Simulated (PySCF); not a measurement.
# Adding and removing an electron: GeO

RHF-CCSD; PySCF, no relativity, basis sets Ge def2-TZVPPD, O def2-TZVPPD. Neutral (RHF): singlet (closed shell), Re = 1.623 Å, ωe = 1032 cm⁻¹, De = 6.36 eV.

GeO⁺ (UHF): doublet (π ↑), Re = 1.766 Å, ωe = 766 cm⁻¹, De = 3.49 eV to Ge⁺ + O. The energies at the minima are -2150.71979 hartree for GeO and -2150.32541 for GeO⁺.

Work out the adiabatic ionisation energy, without and with harmonic zero-point energies (1 hartree = 27.2114 eV, 1 eV = 8065.5 cm⁻¹), and the change of the bond length.

At CCSD: 0.39438 hartree = 10.732 eV between the minima; the zero-point term (766.0 − 1032.0)/2 cm⁻¹ = -0.016 eV makes it 10.715 eV. Re changes by +14.3 pm against the neutral. The electron leaves a π orbital, and the longer bond of the ion fits a bonding orbital, or a change in how ionic the bond is.

Correlated steps freeze 10 core orbitals. Spin–orbit coupling is left out. For an ion De counts to the pair picked by the measured ionisation energies or electron affinities, which need not be the lowest pair at this level. Where the molecule has an RHF reference, its open-shell atoms are computed with UHF. The CCSD T1 diagnostic is raised in GeO, a sign that a single reference may not be enough there. States were picked by a PBE0 search and need not be the measured ground states.

Neutral and ion stand on different kinds of reference determinant, which adds to the error of the difference.
